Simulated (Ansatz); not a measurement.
`C=[CH][GeH3]` + `BNC` → `B[N](C)[GeH3]` + `C=C` at 500 K and 1 bar (ligand exchange at a Ge–C bond).

Computed with Ansatz on PBE0-D4/def2-TZVP structures; ΔE is electronic, products minus reactants. CBS: MP2 limit from def2 TZ/QZ plus the TZ coupled-cluster correction, frozen cores. This one scheme is used for every species. For Ge outer-core shells are correlated without core-valence functions, which leaves a few kJ/mol of doubt a bond. Scalar relativity is left out up to krypton.

```json
{"species": "`C=[CH][GeH3]`", "CCSD(T)/CBS energy (Eh)": "-2155.78858", "H − E (kJ/mol)": "206.7", "S (J/(mol·K))": "349.4"}
{"species": "`BNC`", "CCSD(T)/CBS energy (Eh)": "-121.18426", "H − E (kJ/mol)": "231.8", "S (J/(mol·K))": "309.7"}
{"species": "`B[N](C)[GeH3]`", "CCSD(T)/CBS energy (Eh)": "-2198.49616", "H − E (kJ/mol)": "281.2", "S (J/(mol·K))": "399.2"}
{"species": "`C=C`", "CCSD(T)/CBS energy (Eh)": "-78.48111", "H − E (kJ/mol)": "155.1", "S (J/(mol·K))": "245.3"}
```

H − E and S are ideal-gas, rigid-rotor, harmonic terms from PBE0-D4/def2-TZVP. 1 Eh = 2625.50 kJ/mol, R = 8.31446 J/(mol·K).

Q: By hand: ΔE, ΔH, ΔS and ΔG.

A: ΔE = (-2198.49616) + (-78.48111) − (-2155.78858) − (-121.18426) = -0.00443 Eh = -11.6 kJ/mol. Δ(H − E) = 281.2 + 155.1 − 206.7 − 231.8 = -2.2, so ΔH = -13.8 kJ/mol. ΔS = 399.2 + 245.3 − 349.4 − 309.7 = -14.6 J/(mol·K). ΔG = -13.8 − 500 × (-14.6)/1000 = -6.5 kJ/mol.

Q: By hand: the equilibrium constant, and the temperature at which ΔG would vanish if ΔH and ΔS stayed fixed.

A: log₁₀ K = −ΔG/(RT ln 10) = 0.7. ΔG = 0 at ΔH/ΔS = 945 K, though so small a ΔS makes that figure unsure.

TΔS isn't small against ΔH here. A doubt of 5 kJ/mol in ΔE shifts log₁₀ K by 0.5 here. These are equilibria of isolated gas molecules and say nothing of rates. Largest T1 diagnostic: 0.013 (customary marks: 0.02 for closed shells, 0.045 for open ones).
